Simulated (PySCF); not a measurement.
Computed NMR parameters against published values

Geometry (Å), atoms numbered from 1 in this order:
```xyz
21

C    -2.469   -0.682   -0.537
C    -2.071   -0.431    0.908
C    -1.076    0.721    1.088
C     0.249    0.480    0.416
C     0.551    1.054   -0.824
C     1.763    0.793   -1.461
C     2.698   -0.052   -0.867
C     2.412   -0.631    0.370
C     1.199   -0.366    1.001
H    -3.192   -1.508   -0.615
H    -2.934    0.212   -0.984
H    -1.596   -0.943   -1.155
H    -2.970   -0.215    1.510
H    -1.633   -1.350    1.336
H    -1.522    1.650    0.695
H    -0.912    0.885    2.166
H    -0.177    1.720   -1.295
H     1.979    1.255   -2.428
H     3.650   -0.256   -1.363
H     3.141   -1.290    0.847
H     0.985   -0.822    1.973
```

Published estimates (parent shift plus substituent increments) and measurements: δ $^{13}$C C3 38.3; C2 24.8; C1 13.8; δ $^{1}$H H15/H16 2.59; H13/H14 1.65; H10/H11/H12 0.95 ppm (measured; solution, not stated per compound (mostly CDCl3 or CCl4); Pretsch, Buehlmann, Badertscher, Structure Determination of Organic Compounds, 4th ed. (2009)).
δ $^{13}$C C6/C8 128.6; C5/C9 128.3; C7 125.8 ppm (estimated from measurements, as parent shift plus tabulated substituent increment; solution, not stated per compound (mostly CDCl3 or CCl4); Pretsch, Buehlmann, Badertscher, Structure Determination of Organic Compounds, 4th ed. (2009)).

[PySCF 2.14.0 with density-fitted response routines: σ from GIAO-PBE0/pcSseg-1; geometry from PBE0-D3(BJ)/def2-SVP; isolated molecule; a single conformation; non-relativistic; averaged over atoms made equivalent by symmetry, fast rotation or ring inversion]

Task: What does the calculation give, and how does it compare?

Result: 
Reference values: measured (solution, not stated per compound (mostly CDCl3 or CCl4); Pretsch, Buehlmann, Badertscher, Structure Determination of Organic Compounds, 4th ed. (2009)).
```csv
atoms,quantity,reference,computed,"computed, scaled"
C3,δ $^{13}$C,38.3,40.3,38.3
C2,δ $^{13}$C,24.8,28.2,26.6
C1,δ $^{13}$C,13.8,13.5,12.4
H15/H16,δ $^{1}$H,2.59,2.51,2.59
H13/H14,δ $^{1}$H,1.65,1.48,1.61
H10/H11/H12,δ $^{1}$H,0.95,0.73,0.90
```

Reference values: estimated from measurements, as parent shift plus tabulated substituent increment (solution, not stated per compound (mostly CDCl3 or CCl4); Pretsch, Buehlmann, Badertscher, Structure Determination of Organic Compounds, 4th ed. (2009)).
```json
{"atoms": "C6/C8", "quantity": "δ $^{13}$C", "reference": "128.6", "computed": "133.8", "computed, scaled": "128.7"}
{"atoms": "C5/C9", "quantity": "δ $^{13}$C", "reference": "128.3", "computed": "135.1", "computed, scaled": "130.0"}
{"atoms": "C7", "quantity": "δ $^{13}$C", "reference": "125.8", "computed": "131.5", "computed, scaled": "126.5"}
```

Computed shifts are σ(ref) − σ with the named reference compound (TMS for H and C) calculated as an isolated molecule at the same level. The measured values may be among those fitted. Shieldings were converted by linear fits to measured shifts (mostly CDCl3, TMS scale, for H and C): $^{13}$C: δ = 177.62 − 0.967σ (rms 1.9 ppm, 903 shifts, 2.3 ppm with the 23 outliers that the fit left out); $^{1}$H: δ = 29.91 − 0.950σ (rms 0.21 ppm, 511 shifts, 0.22 ppm with the 3 outliers that the fit left out). Occasional misses reach two or three times the rms, and more in compound classes unlike the fitted ones.

Task: How far are the unscaled $^{13}$C shifts from the references?

Result: Mean signed difference +3.80 ppm, mean absolute 3.90 ppm over 6 comparisons; the largest is +6.8 ppm at C5/C9 (aromatic CH).

Task: How far are the unscaled $^{1}$H shifts from the references?

Result: Mean signed difference -0.16 ppm, mean absolute 0.16 ppm over 3 comparisons; the largest is -0.22 ppm at H10/H11/H12 (hydrogen on a methyl carbon).
